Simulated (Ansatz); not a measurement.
Compare A (`Cc1ccc(N)cc1`) with its isomer B (`N#CC1=CCCCC1`).

Computed with Ansatz on PBE0-D4/def2-TZVP structures; ΔE is electronic, products minus reactants. CCSD(T)/CBS is the MP2 limit (def2-TZVPP, def2-QZVPP) plus CCSD(T) − MP2 in def2-TZVPP, frozen cores. DFT in def2-TZVPP. One conformer a species, not always the lowest.

Task: Which isomer does CCSD(T)/CBS put lower? Give the gap. (An estimate is asked.)

Result: Computed: A, by 62.6 kJ/mol.

Task: Give E(B) − E(A) in kJ/mol with ωB97M-V, r2SCAN-D4, HF/def2-TZVPP, CCSD/def2-TZVPP, PBE-D4, BLYP-D4, LDA (SPW92). (Best estimate.)

Result: Computed: ωB97M-V 69.9, r2SCAN-D4 94.4, HF/def2-TZVPP 47.8, CCSD/def2-TZVPP 44.3, PBE-D4 94.2, BLYP-D4 88.2, LDA (SPW92) 119.1. None reverses the order clearly.

Largest T1 diagnostic: 0.012.

In def2-TZVPP, CCSD(T) changes the Hartree–Fock value by +4.0 kJ/mol (the triples alone add +7.5 kJ/mol) and MP2 by +22.1 kJ/mol. Leaving LDA and LC-ωPBE aside and taking each functional with its dispersion term where it has one, the values, not all of them listed here, spread over 30.5 kJ/mol, from ωB97X-V to r2SCAN-D4. LDA lies +26.3 kJ/mol from PBE without D4.
